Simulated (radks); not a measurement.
Valence configurations of Mn (all share [Ar]). All-electron calculation, scalar-relativistic Kohn-Sham, PBEsol, spin-unpolarised, spherical densities, finite nucleus; Fermi nuclear charge, rms radius 3.7057 fm. Program: a radial shooting solver on a logarithmic mesh with Libxc functionals. Energies are relative to 3d5 4s2; eigenvalues in eV.

valence,E (eV),e(3d),e(4p),e(4s)
3d5 4s2,0.000,-6.794,-,-5.125
3d7,1.133,-1.475,-,-
3d5 4s1.5 4p0.5,1.916,-7.603,-1.759,-5.645
3d5 4s1 4p1,3.884,-8.348,-2.118,-6.105
3d4 4s2 4p1,7.829,-13.005,-2.618,-7.197
3d5 4p2,7.961,-9.711,-2.731,-
3d4 4s1 4p2,12.494,-14.364,-3.207,-7.957
3d3 4s2 4p2,21.076,-19.983,-3.746,-9.087
3d3 4s1.5 4p2.5,23.765,-20.605,-4.004,-9.417
3d3 4s1 4p3,26.489,-21.208,-4.249,-9.731

NIST lists [Ar] 3d5 4s2 as the ground configuration; this level of theory agrees among the configurations tried. The energies are those of spherical spin-averaged densities, not of single terms.
